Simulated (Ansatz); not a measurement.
Single points on Sn9H15.

```yaml
crystal:
  periodic: [false, false, false]
  atoms:
    - {symbol: Sn, position_ang: [0.224724, -3.151308, 0.131503]}
    - {symbol: Sn, position_ang: [0.157221, 0.073873, -3.185899]}
    - {symbol: Sn, position_ang: [-3.046581, 0.112299, 0.109544]}
    - {symbol: Sn, position_ang: [0.062113, 0.077817, 3.419651]}
    - {symbol: Sn, position_ang: [0.214028, 3.342610, 0.164341]}
    - {symbol: Sn, position_ang: [-1.413320, -1.548145, -1.504638]}
    - {symbol: Sn, position_ang: [1.757158, -1.579372, 1.885357]}
    - {symbol: Sn, position_ang: [1.729669, 1.894611, -1.732823]}
    - {symbol: Sn, position_ang: [-1.509379, 1.790694, 1.797817]}
    - {symbol: H, position_ang: [1.261209, -4.131233, -0.859975]}
    - {symbol: H, position_ang: [-0.766405, -4.233389, 1.058553]}
    - {symbol: H, position_ang: [1.179458, -0.923103, -4.177480]}
    - {symbol: H, position_ang: [-0.885822, 0.958279, -4.256872]}
    - {symbol: H, position_ang: [-4.108627, -0.883785, 1.058703]}
    - {symbol: H, position_ang: [-4.069864, 1.061495, -0.926278]}
    - {symbol: H, position_ang: [-0.979920, -0.939764, 4.367499]}
    - {symbol: H, position_ang: [1.010825, 0.999538, 4.546901]}
    - {symbol: H, position_ang: [-0.743446, 4.502366, -0.708222]}
    - {symbol: H, position_ang: [1.299854, 4.261781, 1.165142]}
    - {symbol: H, position_ang: [-2.427933, -2.579156, -2.482707]}
    - {symbol: H, position_ang: [2.750001, -2.575519, 2.909431]}
    - {symbol: H, position_ang: [2.819872, -0.571377, 0.954623]}
    - {symbol: H, position_ang: [2.497714, 3.010878, -2.823913]}
    - {symbol: H, position_ang: [2.987470, 1.029911, -0.910247]}
basis:
  gaussian: {orbitals: def2-TZVP, initial_orbitals: start.molden}
magnetization: {spin_polarized: true, initial_magnetization: 1}
correlation: {method: mp2}
scf: {omitted_lower_state_checks: [starts]}
output: {orbitals: {seedname: orbitals}}
```

The file start.molden holds the orbitals of an earlier run on this structure, at another level or in another basis.

```sh
$ ansatz run in.yaml --threads 2 --pin off --events-out ev --progress --plain --max-ram 32768MiB --backend cuda --devices 0, --max-vram 18GiB
```

It prints (some lines left out):

```
Functional definition: HF
5073 factors; integrals over basis functions are off by at most 7.0e-4 eV
mean field evaluation 1: about -52487.5121 eV, gradient 2.1e1 eV
mean field evaluation 2: about -52490.2173 eV, gradient 2.0e0 eV
mean field evaluation 4: about -52490.3170 eV, gradient 1.9e-1 eV
mean field evaluation 8: about -52490.3172 eV, gradient 8.2e-6 eV
mean field -52490.31720451 eV, -1928.9835780508 hartree, gradient 8.2e-6 eV, S^2 0.764445; 0 other end points of the search recorded, 0 dependent functions left out
36 core orbitals not correlated: weight in the atoms' cores, before any rotation towards them, 1.000 or more for the frozen orbitals, at most 0.000 for the correlated occupied ones
reference -52490.31720451 eV, -1928.9835780508 hartree; 71, 70 occupied and 433, 434 virtual orbitals, 5073 factors
second order -78.89913809 eV of doubles, -0.00000000 eV of singles
Total energy: -52569.21634259 eV, -1931.8830678957 hartree
Checks for a lower state left out: starts
```

Run time 13 s (2 threads of AMD EPYC 7R13 on a shared host and a share (18 GiB) of an NVIDIA H100 80GB HBM3), peak host memory 1.4 GiB.

As the first input, with `gaussian: {orbitals: def2-TZVP, fitting: {mean_field: def2-universal-jkfit}, initial_orbitals: start.molden}`, `hamiltonian: {xc: pbe0, dispersion: d4}`, `output: {forces: true, orbitals: {seedname: orbitals}}` and without the key `correlation` (abridged; 12 s):

```
Functional definition: PBE0
mean field -52732.35877946 eV, -1937.8784418688 hartree, gradient 3.6e-5 eV, S^2 0.754801
Total energy: -52733.48582778 eV, -1937.9198601304 hartree
Atom 0 force     0.005237    -0.106782    -0.013845 eV/Å
Atom 1 force    -0.007595    -0.014843    -0.123474 eV/Å
Atom 2 force    -0.133203    -0.024138    -0.034193 eV/Å
Atom 3 force     0.010720    -0.017254     0.138899 eV/Å
Atom 4 force     0.010876     0.152325    -0.008488 eV/Å
Atom 5 force    -0.042335    -0.025870    -0.011644 eV/Å
Atom 6 force     0.092041     0.025601    -0.014295 eV/Å
Atom 7 force     0.092580    -0.000600     0.006955 eV/Å
Atom 8 force     0.201638    -0.211489    -0.189570 eV/Å
Atom 9 force    -0.177830     0.171223     0.169756 eV/Å
Atom 10 force     0.164659     0.190979    -0.155595 eV/Å
Atom 11 force    -0.182494     0.180787     0.180294 eV/Å
Atom 12 force     0.183321    -0.152190     0.195253 eV/Å
Atom 13 force     0.190339     0.165015    -0.144135 eV/Å
Atom 14 force     0.182830    -0.142894     0.170900 eV/Å
Atom 15 force     0.167324     0.175179    -0.169711 eV/Å
Atom 16 force    -0.164875    -0.148053    -0.200577 eV/Å
Atom 17 force     0.155581    -0.206734     0.149088 eV/Å
Atom 18 force    -0.191951    -0.168000    -0.166578 eV/Å
Atom 19 force     0.188477     0.197456     0.184262 eV/Å
Atom 20 force    -0.194384     0.186060    -0.186009 eV/Å
Atom 21 force    -0.189565    -0.183178     0.169773 eV/Å
Atom 22 force    -0.143025    -0.193898     0.197844 eV/Å
Atom 23 force    -0.218365     0.151299    -0.144909 eV/Å
Dipole moment:    -0.034340     0.031878     0.052015 e Å
Checks for a lower state left out: starts
```

As the first input, with `hamiltonian: {xc: pbe}`, `correlation: {method: rpa}` and without the key `output` (abridged; 22 s):

```
Functional definition: PBE
mean field -52729.44883741 eV, -1937.7715034706 hartree, gradient 2.1e-6 eV, S^2 0.752634
36 core orbitals not correlated: weight in the atoms' cores, before any rotation towards them, 1.000 or more for the frozen orbitals, at most 0.000 for the correlated occupied ones
Total energy: -52598.73837827 eV, -1932.9679826960 hartree
Checks for a lower state left out: starts
```

As the first input, with `gaussian: {orbitals: def2-TZVP, fitting: {mean_field: def2-universal-jkfit}, initial_orbitals: start.molden}`, `hamiltonian: {xc: pbe, dispersion: d4}` and without the key `correlation` (abridged; 8.6 s):

```
Functional definition: PBE
mean field -52729.45363783 eV, -1937.7716798828 hartree, gradient 1.5e-5 eV, S^2 0.752634
Total energy: -52730.68459207 eV, -1937.8169166170 hartree
Checks for a lower state left out: starts
```

As the first input, with `gaussian: {orbitals: def2-SVP, initial_orbitals: start.molden}`, `hamiltonian: {xc: {text: "exchange = 0.95*pbe_x + 0.05*exact_x\ncorrelation = pbe_c"}}` and without the key `correlation` (abridged; 9 s):

```
Functional definition: unnamed
mean field -52728.04467180 eV, -1937.7199013365 hartree, gradient 2.3e-5 eV, S^2 0.752544
Total energy: -52728.04475530 eV, -1937.7199044048 hartree
Checks for a lower state left out: starts
```

The first input with `gaussian: {orbitals: def2-TZVP, fitting: {mean_field: def2-universal-jkfit}, initial_orbitals: start.molden}`, `hamiltonian: {xc: r2scan, dispersion: d4}`, `output: {forces: true, orbitals: {seedname: orbitals}}` and without the key `correlation` (abridged; 11 s):

```
Functional definition: r2SCAN
mean field -52750.84171615 eV, -1938.5576772638 hartree, gradient 1.6e-5 eV, S^2 0.756983
Total energy: -52751.16095356 eV, -1938.5694090222 hartree
Atom 0 force     0.012151    -0.120265    -0.013906 eV/Å
Atom 1 force    -0.000391    -0.014372    -0.137088 eV/Å
Atom 2 force    -0.143129    -0.003789    -0.014305 eV/Å
Atom 3 force     0.000401     0.001851     0.143411 eV/Å
Atom 4 force     0.001535     0.155694     0.011084 eV/Å
Atom 5 force    -0.048894    -0.049121    -0.034246 eV/Å
Atom 6 force     0.101891     0.000950     0.001087 eV/Å
Atom 7 force     0.106129     0.011038    -0.016339 eV/Å
Atom 8 force     0.156249    -0.162135    -0.141458 eV/Å
Atom 9 force    -0.170526     0.148547     0.162338 eV/Å
Atom 10 force     0.161700     0.171930    -0.150608 eV/Å
Atom 11 force    -0.175621     0.172726     0.157487 eV/Å
Atom 12 force     0.179364    -0.147801     0.176197 eV/Å
Atom 13 force     0.166867     0.154643    -0.144180 eV/Å
Atom 14 force     0.159850    -0.142906     0.159991 eV/Å
Atom 15 force     0.167459     0.165167    -0.150805 eV/Å
Atom 16 force    -0.156291    -0.148412    -0.176924 eV/Å
Atom 17 force     0.158491    -0.187716     0.141047 eV/Å
Atom 18 force    -0.181107    -0.145067    -0.164323 eV/Å
Atom 19 force     0.164169     0.172320     0.160839 eV/Å
Atom 20 force    -0.167530     0.175428    -0.174905 eV/Å
Atom 21 force    -0.172002    -0.186321     0.175687 eV/Å
Atom 22 force    -0.121329    -0.180467     0.184130 eV/Å
Atom 23 force    -0.199439     0.158077    -0.154210 eV/Å
Dipole moment:    -0.026076     0.024835     0.043868 e Å
Checks for a lower state left out: starts
```

The first input with `gaussian: {orbitals: def2-TZVP, fitting: {mean_field: def2-universal-jkfit}, initial_orbitals: start.molden}`, `hamiltonian: {xc: {name: B97M-V}}` and without the key `correlation` (abridged; 14 s):

```
Functional definition: B97M-V
mean field -52731.26708291 eV, -1937.8383227603 hartree, gradient 2.5e-5 eV, S^2 0.753344
Total energy: -52731.26725004 eV, -1937.8383289025 hartree
Checks for a lower state left out: starts
```

Geometry: PBE-D4/def2-SVP.

In the def2 sets Sn takes a core potential; there is no spin–orbit coupling. Correlated methods freeze 36 core orbitals; core or outer-core shells of Sn are correlated, in sets that lack core-valence functions. Single mean-field runs in def2-TZVP are fitted with def2-universal-jkfit.
